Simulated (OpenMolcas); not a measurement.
**4f ions of charge +4 along the row**

```
Program             : OpenMolcas 26.06
Method              : SS-CASPT2, IPEA 0.25 Eh, imaginary shift 0.1 Eh
Basis               : ANO-R3
Scalar Hamiltonian  : X2C, finite nucleus
Spin-orbit coupling : RASSI with atomic mean-field integrals over the reference wave functions, term energies averaged over their components
```

Active space: the 4f shell; CASPT2 also correlates the outermost closed s and p core shells.

ζ = ±2S·A comes from the whole width of the ground multiplet by E(J) = (A/2) J(J+1), where its levels are at least 85 % pure. Energies in cm-1.

```csv
Ion,Configuration,Lowest level,Weight (%),g,"g, pure LS",Next level,E,E measured,ζ,ζ measured
Nd4+,4f²,³H₄,96,0.807,0.800,³H₅,2980,2834,1102,1044
Pm4+,4f³,⁴I°_9/2,96,0.733,0.727,⁴I°_11/2,2580,,1251,
Sm4+,4f⁴,⁵I₄,97,0.606,0.599,⁵I₅,2030,,1371,
Eu4+,4f⁵,⁶H°_5/2,95,0.299,0.284,⁶H°_7/2,1413,,1560,
Gd4+,4f⁶,⁷F₀,91,,,⁷F₁,543,,1917,
Dy4+,4f⁸,⁷F₆,95,1.493,1.501,⁷F₅,2560,,1999,
Ho4+,4f⁹,⁶H°_15/2,93,1.325,1.334,⁶H°_13/2,4300,,2295,
Er4+,4f¹⁰,⁵I₈,93,1.241,1.251,⁵I₇,6150,,2435,
Tm4+,4f¹¹,⁴I°_15/2,97,1.196,1.200,⁴I°_13/2,7770,,,
Yb4+,4f¹²,³H₆,99,1.166,1.167,³F₄ [64 %],6080,6112,,
```

Measured columns use the levels in the list in Carvajal Gallego et al., Mon. Not. R. Astron. Soc. 518, 332 (2023) (Nd4+); the list in Tchang-Brillet, Wyart, Meftah and Ait Mammar, Atoms 6, 52 (2018) (Yb4+).

The computed ζ goes from 1102 (Nd4+) to 2435 cm-1 (Er4+), a factor of 2.21, rising at every step.

CASPT2 breaks the degeneracy within a term, and the mean is taken; among the low terms the widest spread is 700 cm-1 (4f¹² ¹I, Yb4+). The CASPT2 spread within a term exceeds the gap to the next term for 4f³ ⁴S° and 4f³ ⁴F°, 4f³ ⁴G° and 4f³ ²K°, so the order of their levels is uncertain, and so are names and mixing where such terms share a J (figures for Pm4+; the like holds for Sm4+, Ho4+, Tm4+, Yb4+). High states are left out of the spin-orbit mixing, which shifts the levels that they would mix with (holds for Pm4+; Sm4+; Eu4+; Gd4+; Dy4+; Ho4+; Er4+; Tm4+). Terms from blocks run as CI alone lack orbitals of their own (holds for Gd4+). Some high roots are left out of the spin-orbit mixing, which shifts the levels that they would mix with (holds for Yb4+). Computed and measured levels are paired by configuration, term and J; levels that our copy of the source lacks, or whose pairing is in doubt (as where it misses far off the trend of its configuration), stay unpaired and out of the deviations. Levels of configurations outside the active space are missing.

A share in square brackets marks a mixed level and gives the weight of the term that names it, the lowest over the columns. ° marks odd parity.
